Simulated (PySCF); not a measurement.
B(H)(Cl)(OH) (BClH₂O), SMILES OBCl. Heavy atoms are numbered as in [BH:1]([Cl:3])[OH:4]. Hydrogens are named by the atom that carries them.

The structure is a stationary point at B3LYP-D3(BJ)/def2-TZVP. The values are those of a single conformer.

Computed with PySCF with CAM-B3LYP/def2-TZVPD.

ESP charges are fitted to the potential on shells at 1.4 to 2.0 van der Waals radii. Atomic charges (e), one atom of each kind:

| atom | meta-Löwdin | ESP fit |
|---|---|---|
| B1 (BH) | 0.23 | 0.34 |
| H on B1 | 0.01 | -0.03 |
| Cl3 | -0.13 | -0.19 |
| O4 (OH) | -0.47 | -0.52 |
| H on O4 | 0.36 | 0.40 |
